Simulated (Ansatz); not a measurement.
Basis-set extrapolation for `OBS[SiH3]` (PBE0-D4/def2-TZVP geometry, frozen core, Ansatz 0.2.0). Multiplicity 1, RHF reference.

```json
{"": "HF", "def2-TZVPP": "-789.085275", "def2-QZVPP": "-789.110354"}
{"": "MP2 correlation", "def2-TZVPP": "-0.644988", "def2-QZVPP": "-0.696440"}
{"": "CCSD(T) correlation", "def2-TZVPP": "-0.718130", "def2-QZVPP": "not run"}
```

Energies in hartree. Use E(X) = E(∞) + A·exp(−7.88·√X) for Hartree–Fock and E(X) = E(∞) + B·X^(−2.97) for correlation, with X = 3 and 4, and add CCSD(T) minus MP2 of the smaller set to the MP2 limit.

What is the CCSD(T) energy at the basis-set limit?

HF limit: -789.110354 + (-0.025079) × 0.13774 = -789.11381. MP2 limit: -0.696440 + (-0.051452) × 0.74074 = -0.73455. Higher-order term: -0.718130 − (-0.644988) = -0.07314. Total: -789.92150 hartree, 310.1 kJ/mol below CCSD(T)/def2-TZVPP.
